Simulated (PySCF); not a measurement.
`C=Cc1cccc2c1-c1ccccc1-2`, C₁₄H₁₀

Molfile (atoms numbered from 1):
```
C14H10
     RDKit          3D

 24 26  0  0  0  0  0  0  0  0999 V2000
   -3.6008   -1.5128    0.5803 C   0  0  0  0  0  0  0  0  0  0  0  0
   -2.3043   -1.2964    0.3928 C   0  0  0  0  0  0  0  0  0  0  0  0
   -1.6565   -0.0066    0.2150 C   0  0  0  0  0  0  0  0  0  0  0  0
   -2.3376    1.2401    0.2132 C   0  0  0  0  0  0  0  0  0  0  0  0
   -1.6927    2.4405    0.0417 C   0  0  0  0  0  0  0  0  0  0  0  0
   -0.2970    2.5347   -0.1464 C   0  0  0  0  0  0  0  0  0  0  0  0
    0.3653    1.3467   -0.1458 C   0  0  0  0  0  0  0  0  0  0  0  0
   -0.3008    0.1030    0.0312 C   0  0  0  0  0  0  0  0  0  0  0  0
    1.0008   -0.6142   -0.0853 C   0  0  0  0  0  0  0  0  0  0  0  0
    1.6635   -1.8035   -0.0843 C   0  0  0  0  0  0  0  0  0  0  0  0
    3.0574   -1.7172   -0.2717 C   0  0  0  0  0  0  0  0  0  0  0  0
    3.7038   -0.5135   -0.4427 C   0  0  0  0  0  0  0  0  0  0  0  0
    3.0158    0.7168   -0.4433 C   0  0  0  0  0  0  0  0  0  0  0  0
    1.6702    0.6303   -0.2633 C   0  0  0  0  0  0  0  0  0  0  0  0
   -3.9903   -2.5088    0.7034 H   0  0  0  0  0  0  0  0  0  0  0  0
   -4.3242   -0.7167    0.6209 H   0  0  0  0  0  0  0  0  0  0  0  0
   -1.6236   -2.1382    0.3623 H   0  0  0  0  0  0  0  0  0  0  0  0
   -3.4081    1.2435    0.3510 H   0  0  0  0  0  0  0  0  0  0  0  0
   -2.2739    3.3517    0.0510 H   0  0  0  0  0  0  0  0  0  0  0  0
    0.1817    3.4930   -0.2782 H   0  0  0  0  0  0  0  0  0  0  0  0
    1.1835   -2.7620    0.0472 H   0  0  0  0  0  0  0  0  0  0  0  0
    3.6356   -2.6299   -0.2801 H   0  0  0  0  0  0  0  0  0  0  0  0
    4.7753   -0.5085   -0.5818 H   0  0  0  0  0  0  0  0  0  0  0  0
    3.5453    1.6477   -0.5797 H   0  0  0  0  0  0  0  0  0  0  0  0
  1  2  2  0
  2  3  1  0
  3  4  1  0
  4  5  2  0
  5  6  1  0
  6  7  2  0
  7  8  1  0
  8  9  1  0
  9 10  2  0
 10 11  1  0
 11 12  2  0
 12 13  1  0
 13 14  2  0
  8  3  2  0
 14  9  1  0
 14  7  1  0
  1 15  1  0
  1 16  1  0
  2 17  1  0
  4 18  1  0
  5 19  1  0
  6 20  1  0
 10 21  1  0
 11 22  1  0
 12 23  1  0
 13 24  1  0
M  END
```

Level of theory: GIAO BHandHLYP/pcSseg-1 magnetisability, rotational g tensor and spin-rotation constants, non-relativistic, gas phase (PySCF 2.14.0). Geometry: GFN2-xTB.

(1) What are the magnetisability and the molar susceptibility?

(2) Split it along the inertial axes a, b, c into diamagnetic and paramagnetic parts about the centre of mass, with the quadrupole moment.

(3) And the rotational g tensor?

## Answers

(1) Isotropic -1626 × 10⁻³⁰ J/T², or -97.9 × 10⁻⁶ cm³/mol; principal values -2374, -1280, -1225 × 10⁻³⁰ J/T², anisotropy 1122 × 10⁻³⁰ J/T² (root of half the summed squared differences of the principal values). The susceptibility is in cgs units.

(2) 
| axis | χ (10⁻⁶ cm³/mol) | diamagnetic (10⁻⁶ cm³/mol) | paramagnetic (10⁻⁶ cm³/mol) | summed x² of all electrons (Å²) | quadrupole Θ (D Å) |
| --- | --- | --- | --- | --- | --- |
| a | -76.4 | -1048.0 | 971.7 | 541.4 | +9.32 |
| b | -74.5 | -2376.2 | 2301.7 | 228.3 | +9.15 |
| c | -143.0 | -3265.6 | 3122.7 | 18.7 | -18.47 |

Anisotropies 2χaa − χbb − χcc = +64.7 and 2χbb − χaa − χcc = +70.4 × 10⁻⁶ cm³/mol. Θ is traceless in Buckingham's convention.

(3) 
```csv
axis,rotational constant (GHz),g,nuclear part,electronic part
a,1.3562,-0.0420,0.5771,-0.6191
b,0.5334,-0.0170,0.5598,-0.5767
c,0.3828,+0.0031,0.5646,-0.5616
```
Asymmetric top; isotopes 12C, 1H; no vibrational averaging.
